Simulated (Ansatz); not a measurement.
Cost and result up the ladder for Al5O9H3 (the lowest singlet isomer of a short search) (17 atoms). Total charge 0; singlet. Geometry: r2SCAN-D4/def2-SVP.

```xyz
17

Al   -0.6134   -0.0911   -1.6490
Al    0.7498    1.5260   -0.6129
Al   -0.0815   -0.4368    0.8622
Al   -1.8096   -2.4433   -0.6598
Al    1.7079    1.7497    2.0264
O     1.6969    2.4523    0.4418
O     0.9815   -0.3207   -0.7153
O     0.7844    0.3187    2.1450
O    -1.5744   -1.4278   -2.0524
O    -0.9432    0.9438   -0.1563
O     0.1405    1.4680   -2.3979
O    -2.7174   -3.8689   -0.7124
O    -1.0486   -1.8558    0.7455
O     2.5840    2.4890    3.2690
H     2.6305    2.1585    4.1697
H    -3.1540   -4.2050   -1.4989
H     0.6667    1.5433   -3.2049
```

Ansatz on 4 threads of Arm Neoverse V1 on a shared host. Times are rough, and most runs start from the orbitals of an earlier one. PBE0-D4/def2-TZVP serves as the yardstick here, not as an exact answer. Differences are given only for rows in sets of like size (and for xTB, whose basis is part of the method), since another set adds its own error. Binding counts from free atoms at the same level (Al doublet, O triplet, H doublet; other spins of the atoms weren't run), without zero-point energy or a counterpoise term.

Correlated methods freeze 34 core orbitals. The rows differ in basis, and correlated rows in double-zeta sets carry the largest basis error. The structure comes from a short search, and lower isomers may exist.

Correlated methods converge slowly with the basis, most of all in double-zeta sets.

```csv
level,functions,wall time,binding energy per atom (eV),difference from PBE0-D4/def2-TZVP (eV)
HF/STO-3G,93,1 s,3.59,–
PBE-D4/def2-SVP,231,6 s,5.02,–
PBE0-D4/def2-SVP,231,8.5 s,4.86,–
MP2/def2-SVP,231,8.5 s,4.86,–
PBE-D4/def2-TZVP (with forces),482,16 s,5.01,0.15
r2SCAN-D4/def2-TZVP,482,27 s,5.00,0.14
PBE0-D4/def2-TZVP,482,46 s,4.86,0.00
B97M-V/def2-TZVP,482,46 s,4.94,0.08
```
